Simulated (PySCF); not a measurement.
C₅H₁₄SSi₃.
Structure used (PBE0-D3(BJ)/def2-SVP), in Å, numbered top down from 1:
```
atom  x, y, z in Å
C1     2.0171    2.2595   -1.2093
S2     1.8132    0.4631   -1.4190
Si3    1.2168   -0.0914    0.5648
C4     0.8474   -1.9371    0.5064
C5     2.1175   -2.7912    0.3764
Si6   -0.3995   -2.3754   -0.8433
C7    -1.8238   -1.2127   -0.8063
C8    -2.7583   -0.4222   -0.7650
Si9   -4.1423    0.7782   -0.7037
H10    2.8054    2.4927   -0.4793
H11    1.0739    2.7339   -0.9031
H12    2.3134    2.6622   -2.1872
H13    0.0220    0.7020    0.9854
H14    2.3196    0.1845    1.5428
H15    0.3368   -2.1616    1.4624
H16    2.6627   -2.5610   -0.5526
H17    1.8875   -3.8694    0.3649
H18    2.8116   -2.6139    1.2131
H19    0.2416   -2.3219   -2.1888
H20   -0.9182   -3.7595   -0.6158
H21   -4.0079    1.7547   -1.8233
H22   -5.4406    0.0544   -0.8304
H23   -4.1066    1.5079    0.5975
```

Method used: PySCF 2.14.0, PBE0-D3(BJ)/def2-SVP geometry optimisation, gas phase.

Take the most abundant isotopes and a rigid rotor. The values belong to one conformer with, in the numbering `[CH3:1][S:2][SiH2:3][C@H:4]([CH3:5])[SiH2:6][C:7]#[C:8][SiH3:9]`, C1–S2–Si3–C4 176°, S2–Si3–C4–C5 72°, Si3–C4–Si6–C7 -46°.

(1) Give the principal moments of inertia and the rotational constants in MHz.

(2) Classify the top.

(3) What does the inertial defect say?

(4) Give the other two planar moments, Paa and Pbb, and the rms extents of the mass along the axes.

(5) List the rotational levels J(Ka,Kc) to J = 3 (cm⁻¹).

(6) Which types of transition are allowed, and where do some lines up to J = 2 fall?

(7) Estimate the classical rotational partition function at 200 K, 298.15 K and 500 K.

Results:

(1) Ia = 545.17, Ib = 1080.05, Ic = 1432.81 u·Å²; 505379 MHz·u·Å²/I gives A = 927.0, B = 467.9, C = 352.7 MHz.

(2) An asymmetric top. Ray's parameter κ = (2B − A − C)/(A − C) = -0.599; −1 is the prolate and +1 the oblate limit.

(3) Not planar: Δ = Ic − Ia − Ib = -192.40 u·Å². For a rigid frame Δ = −2 Σ m c², so Σ m c² = 96.20 u·Å² lies off the ab plane: 20.77 from hydrogen and 75.43 from heavier atoms. The atom farthest from that plane is 2.05 Å away.

(4) Paa = Σ m a² = (Ib + Ic − Ia)/2 = 983.85 and Pbb = Σ m b² = (Ia + Ic − Ib)/2 = 448.97 u·Å². With the mass M = 190.01 u, the rms extents √(P/M) along a, b and c are 2.28, 1.54, 0.71 Å.

(5) Above 0(0,0):
J = 1: 1(0,1) 0.0274, 1(1,1) 0.0427, 1(1,0) 0.0465
J = 2: 2(0,2) 0.0815, 2(1,2) 0.0936, 2(1,1) 0.1051, 2(2,1) 0.1511, 2(2,0) 0.1517
J = 3: 3(0,3) 0.1612, 3(1,3) 0.1696, 3(1,2) 0.1926, 3(2,2) 0.2332, 3(2,1) 0.2363, 3(3,1) 0.3197, 3(3,0) 0.3198
Those of J = 1 are B + C, A + C and A + B.

(6) The dipole components are |μa| = 0.45 D, |μb| = 0.59 D, |μc| = 1.31 D. Intensities carry the squares of the components, which stand as 0.12 : 0.20 : 1.00 (a : b : c). Some lines, for components of 0.1 D or more:

| type | branch | J(Ka,Kc) | MHz | lower level (cm⁻¹) |
| --- | --- | --- | --- | --- |
| a | Q | 2(1,1) ← 2(1,2) | 346 | 0.094 |
| c | Q | 2(1,2) ← 2(0,2) | 363 | 0.081 |
| c | Q | 1(1,1) ← 1(0,1) | 459 | 0.027 |
| b | Q | 2(1,1) ← 2(0,2) | 709 | 0.081 |
| a | R | 1(0,1) ← 0(0,0) | 821 | 0.000 |
| b | R | 2(0,2) ← 1(1,1) | 1163 | 0.043 |
| c | Q | 2(2,1) ← 2(1,1) | 1377 | 0.105 |
| c | R | 1(1,0) ← 0(0,0) | 1395 | 0.000 |
| b | Q | 2(2,0) ← 2(1,1) | 1396 | 0.105 |
| a | R | 2(0,2) ← 1(0,1) | 1622 | 0.027 |
| b | Q | 2(2,1) ← 2(1,2) | 1723 | 0.094 |
| a | R | 2(1,1) ← 1(1,0) | 1756 | 0.047 |
| b | R | 2(1,2) ← 1(0,1) | 1985 | 0.027 |
| c | R | 2(1,1) ← 1(0,1) | 2331 | 0.027 |
| b | R | 2(2,1) ← 1(1,0) | 3134 | 0.047 |
| c | R | 2(2,0) ← 1(1,0) | 3153 | 0.047 |
| c | R | 2(2,1) ← 1(1,1) | 3249 | 0.043 |
| b | R | 2(2,0) ← 1(1,1) | 3268 | 0.043 |

(7) Point group C1, symmetry number σ = 1; q = (√π/σ)·√((kT/h)³/(ABC)), k/h = 20836.6 MHz/K: 1220000 at 200 K, 2220000 at 298.15 K, 4820000 at 500 K.

No PBE0-D3(BJ)/def2-SVP frequencies stand behind this structure, so it isn't proved a minimum. No vibrational averaging or centrifugal distortion is included, and the geometry carries the error of its method. A rigid rotor knows nothing of internal rotation, which can split or shift real lines.

Time: 4.1 min; peak memory 0.96 GiB. Hardware: one thread, Arm Neoverse V1 (aarch64), shared host. This is the geometry optimisation.
